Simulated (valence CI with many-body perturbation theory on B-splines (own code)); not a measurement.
## Sb XXIX: calculated level list

Computed by relativistic CI+MBPT: five valence electrons over a frozen Dirac-Fock core [Ar], a basis of 7 s, 7 p, 8 d, 6 f, 4 g, 1 h functions for each j, with the one-electron correlation potential Σ1 (screened to all orders), the two-electron term Σ2, the three-electron term Σ3, Breit, model QED; selected single and double excitations, second order for the rest (own B-spline code, finite nucleus).

The last digits are not significant, and no measured levels were compared; by estimate large intervals hold to a few tenths of a per cent, small ones and those within an open d or f shell to about a per cent. Among the levels kept, up to 470 cm⁻¹ of a level comes from second order outside the variational space, and about a tenth of that is noise between levels of different J, which matters for small intervals. Only levels of the ground parity were solved; by the run's estimate the other parity begins above the list, which can be wrong where configurations are misplaced.

Levels 1 to 32 of 32, with energies above the lowest level, (3d3/2^3 3d5/2^2) J=5/2 [a]. "Leading %" is the weight of the configuration and term that name the level; weights of strongly mixed levels are sums over their largest components and can fall short. In the jj column 3d3/2^4 stands for four electrons in 3d with j = 3/2.

| No. | Configuration | Term | J | E (eV) | Leading % | g | Leading jj |
| --- | --- | --- | --- | --- | --- | --- | --- |
| 1 | 3d5 | 6S | 5/2 | 0.000 | 69 | 1.834 | 3d3/2^3 3d5/2^2 (38 %) |
| 2 | 3d5 | 2F | 5/2 | 10.645 | 25 | 1.095 | 3d3/2^4 3d5/2 (55 %) |
| 3 | 3d5 | 4G | 7/2 | 16.246 | 53 | 1.114 | 3d3/2^3 3d5/2^2 (92 %) |
| 4 | 3d5 | 4P | 3/2 | 16.768 | 42 | 1.334 | 3d3/2^3 3d5/2^2 (90 %) |
| 5 | 3d5 | 4G | 11/2 | 17.062 | 64 | 1.185 | 3d3/2^3 3d5/2^2 (84 %) |
| 6 | 3d5 | 4G | 5/2 | 18.551 | 36 | 1.092 | 3d3/2^3 3d5/2^2 (55 %) |
| 7 | 3d5 | 4G | 9/2 | 18.597 | 71 | 1.161 | 3d3/2^3 3d5/2^2 (67 %) |
| 8 | 3d5 | 4P | 1/2 | 19.885 | 64 | 1.891 | 3d3/2^3 3d5/2^2 (63 %) |
| 9 | 3d5 | 4D | 7/2 | 23.274 | 44 | 1.229 | 3d3/2^2 3d5/2^3 (53 %) |
| 10 | 3d5 | 2D | 5/2 | 24.107 | 35 | 1.230 | 3d3/2^3 3d5/2^2 (51 %) |
| 11 | 3d5 | 2F | 7/2 | 26.589 | 34 | 1.148 | 3d3/2^2 3d5/2^3 (54 %) |
| 12 | 3d5 | 2I | 11/2 | 26.597 | 64 | 1.028 | 3d3/2^2 3d5/2^3 (86 %) |
| 13 | 3d5 | 2D | 3/2 | 27.647 | 47 | 0.997 | 3d3/2^2 3d5/2^3 (52 %) |
| 14 | 3d5 | 4D | 1/2 | 27.772 | 73 | 0.674 | 3d3/2^2 3d5/2^3 (88 %) |
| 15 | 3d5 | 2G | 9/2 | 28.556 | 47 | 1.148 | 3d3/2^2 3d5/2^3 (68 %) |
| 16 | 3d5 | 4F | 3/2 | 29.089 | 44 | 1.023 | 3d3/2^2 3d5/2^3 (81 %) |
| 17 | 3d5 | 2I | 13/2 | 29.307 | 100 | 1.073 | 3d3/2^2 3d5/2^3 (100 %) |
| 18 | 3d5 | 2F | 5/2 | 30.990 | 35 | 1.021 | 3d3/2^2 3d5/2^3 (71 %) |
| 19 | 3d5 | 2H | 9/2 | 34.073 | 53 | 1.099 | 3d3/2^2 3d5/2^3 (99 %) |
| 20 | 3d5 | 4F | 5/2 | 35.341 | 38 | 1.079 | 3d3/2^2 3d5/2^3 (63 %) |
| 21 | 3d5 | 2G | 7/2 | 35.480 | 60 | 0.994 | 3d3/2^2 3d5/2^3 (95 %) |
| 22 | 3d5 | 2F | 5/2 | 37.890 | 40 | 1.102 | 3d3/2^2 3d5/2^3 (46 %) |
| 23 | 3d5 | 2D | 3/2 | 37.932 | 64 | 0.732 | 3d3/2^2 3d5/2^3 (40 %) |
| 24 | 3d5 | 2F | 7/2 | 38.890 | 63 | 1.077 | 3d3/2^2 3d5/2^3 (56 %) |
| 25 | 3d5 | 2S | 1/2 | 40.428 | 73 | 1.914 | 3d3/2^2 3d5/2^3 (42 %) |
| 26 | 3d5 | 4F | 7/2 | 41.767 | 47 | 1.185 | 3d3/2 3d5/2^4 (79 %) |
| 27 | 3d5 | 2G | 9/2 | 42.368 | 51 | 1.100 | 3d3/2 3d5/2^4 (50 %) |
| 28 | 3d5 | 2H | 11/2 | 42.683 | 65 | 1.061 | 3d3/2 3d5/2^4 (96 %) |
| 29 | 3d5 | 2D | 3/2 | 45.762 | 74 | 0.841 | 3d3/2 3d5/2^4 (62 %) |
| 30 | 3d5 | 2D | 5/2 | 47.549 | 62 | 1.101 | 3d3/2 3d5/2^4 (71 %) |
| 31 | 3d5 | 2G | 9/2 | 50.511 | 93 | 1.107 | 3d3/2^2 3d5/2^3 (53 %) |
| 32 | 3d5 | 2D | 5/2 | 51.143 | 53 | 1.104 | 3d5/2^5 (46 %) |

The ionisation energy to 3d4 5D_0 of the next ion comes out as 1605.7 eV (NIST: 1606 ± 4 eV (theoretical)). All 32 levels together are meant to be complete up to 52.563 eV.
